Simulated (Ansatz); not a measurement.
Isomers of SiGe$_{2}$H$_{8}$ (singlet), relaxed with PBE0-D4/def2-SVP; total energies from Ansatz at PBE0-D4/def2-TZVP.

```csv
isomer,description,energy (Eh)
A,Si(GeH3)2H2 (SiGe2H8),-4447.66353
B,n-GeGeSiH8 (SiGe2H8),-4447.66812
```

Question: Work out the relative energies (1 Eh = 2625.5 kJ/mol) and the Boltzmann populations at 298 K from electronic energies alone (R = 8.314 J/mol/K).

Answer: ΔE: A 12.1, B 0.0 kJ/mol. RT = 2.48 kJ/mol. Factors exp(−ΔE/RT): A 0.0076, B 1; sum 1.008. Populations: A 0.8 %, B 99.2 %. Zero-point energy, vibrational entropy and symmetry numbers are left out and can shift these; an error of 4 kJ/mol changes a ratio by a factor of 5.0. Over the other density-functional and correlated levels in def2 sets, the gap between B and A ranges from 5 to 19 kJ/mol.
